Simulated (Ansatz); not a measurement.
Abridged output of a molecular run in Ansatz:

```
Functional definition: HF
1309 factors; integrals over basis functions are off by at most 9.4e-4 eV
mean field evaluation 1: about -23951.4286 eV, gradient 2.8e1 eV
mean field evaluation 2: about -23951.4388 eV, gradient 2.8e1 eV
mean field evaluation 4: about -23956.1325 eV, gradient 4.2e0 eV
mean field evaluation 8: about -23956.6338 eV, gradient 1.1e0 eV
mean field evaluation 16: about -23956.8391 eV, gradient 9.1e-6 eV
mean field -23956.83907654 eV, -880.3975975339 hartree, gradient 9.1e-6 eV, S^2 1.165361; 4 other end points of the search recorded, 0 dependent functions left out
13 core orbitals not correlated: weight in the atoms' cores, before any rotation towards them, 1.000 or more for the frozen orbitals, at most 0.000 for the correlated occupied ones
reference -23956.83907654 eV, -880.3975975339 hartree; 14, 13 occupied and 192, 193 virtual orbitals, 1309 factors
second order -20.32100191 eV of doubles, -0.00000000 eV of singles
cycle   1  -20.98675579 eV  change   -6.7e-1 eV  update   1.2e-1
cycle   2  -21.66358773 eV  change   -6.8e-1 eV  update   5.6e-2
cycle   3  -21.94485636 eV  change   -2.8e-1 eV  update   4.3e-2
cycle   4  -22.00772640 eV  change   -6.3e-2 eV  update   2.2e-2
cycle   5  -22.02289118 eV  change   -1.5e-2 eV  update   8.4e-3
cycle   6  -22.02869636 eV  change   -5.8e-3 eV  update   3.4e-3
cycle   7  -22.03070214 eV  change   -2.0e-3 eV  update   1.8e-3
cycle   8  -22.03163307 eV  change   -9.3e-4 eV  update   9.6e-4
cycle   9  -22.03190852 eV  change   -2.8e-4 eV  update   4.5e-4
cycle  10  -22.03194269 eV  change   -3.4e-5 eV  update   2.4e-4
cycle  11  -22.03218858 eV  change   -2.5e-4 eV  update   1.7e-4
cycle  12  -22.03229412 eV  change   -1.1e-4 eV  update   1.4e-4
cycle  13  -22.03235434 eV  change   -6.0e-5 eV  update   1.2e-4
cycle  14  -22.03238930 eV  change   -3.5e-5 eV  update   8.5e-5
cycle  15  -22.03230902 eV  change    8.0e-5 eV  update   4.9e-5
cycle  16  -22.03230247 eV  change    6.5e-6 eV  update   2.8e-5
perturbative correction -1.03313637 eV, -0.0379670613 hartree
Total energy: -23979.90451537 eV, -881.2452367768 hartree
Checks for a lower state left out: cluster_reference
```

Its atoms:

```xyz
8

C    -0.827   -2.116    1.754
C    -0.278   -1.272    1.080
Si    0.541    0.009    0.075
N    -0.662    1.025   -0.548
Cl    1.664   -0.999   -1.329
H     1.494    0.804    0.870
H    -1.512    0.643   -0.930
H    -0.421    1.905   -0.972
```

**Question.** Which basis set was used?
A. def2-SVPD
B. def2-SVP
C. cc-pV(D+d)Z
D. def2-TZVPP

**Answer.** D. It gives 219 functions.

**Question.** Write the keys of the input that set method, charge and spin (a neutral closed shell needs none for the last two).

**Answer.** 
```yaml
magnetization: {spin_polarized: true, initial_magnetization: 1}
correlation: {method: ccsd_t}
scf: {omitted_lower_state_checks: [cluster_reference]}
```
